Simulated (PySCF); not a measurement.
# Structure from 2D NMR

Compound of formula C₃H₁₃PSi₃. Correlations simulated from computed shifts and the bond graph:

HSQC (one-bond C–H):
```csv
δH,δC
6.07,136.9
5.99,136.9
1.99,26.4
```

COSY cross peaks (H two or three bonds apart, from the bond graph; peaks can be absent where the dihedral angle is near 90°):
```csv
δH,δH
6.07,5.99
```

HMBC (two and three bonds, from the bond graph):
```csv
δH,δC
6.07,"142.2, 26.4"
5.99,"142.2, 26.4"
4.35,"142.2, 136.9, 26.4"
1.99,"142.2, 136.9"
```

Carbons without hydrogens: δ 142.2.

PySCF 2.14.0 with density-fitted response routines calculation with structure optimised with PBE0-D3(BJ)/def2-SVP and B97-2/pcSseg-1 with gauge-including orbitals; one averaged value for each set of equivalent atoms, in vacuum, non-relativistic, single conformer.

Chemical shifts δ = σref − σ; ¹H (31.38 ppm) and ¹³C (183.69 ppm) vs TMS, all at this level.

Exchangeable hydrogens are left out of these lists.

Q: Work out the connectivity.

A: `C=C(C)[SiH2]P([SiH3])[SiH3]`.

Atoms are numbered as in `[CH2:1]=[C:2]([CH3:3])[SiH2:4][P:5]([SiH3:6])[SiH3:7]` (H(Xn): hydrogen on atom n). Ha(C1) is cis to C3; Hb(C1) is trans to C3.

δC 142.2 is C2, a fully substituted alkene carbon. δC 136.9 is C1, a terminal =CH2 carbon (δH 5.99, 6.07). δC 26.4 is C3, an allylic methyl carbon (δH 1.99). HMBC from δH 6.07 reaches the proton-free carbon C2. HMBC from δH 5.99 reaches the proton-free carbon C2. HMBC from δH 4.35 reaches the proton-free carbon C2. HMBC from δH 1.99 reaches the proton-free carbon C2. COSY links 6.07–5.99.

The data come from this structure; uniqueness wasn't tested.

Shifts are as computed. Against solution values, carbons near 30 ppm lie about +1 ppm off and those near 130 ppm about +2 ppm. Of 1309 compounds with measured shifts, 239 miss one by over three times the rms of a fit or turn the order of signals round; such compounds aren't used in these exercises.
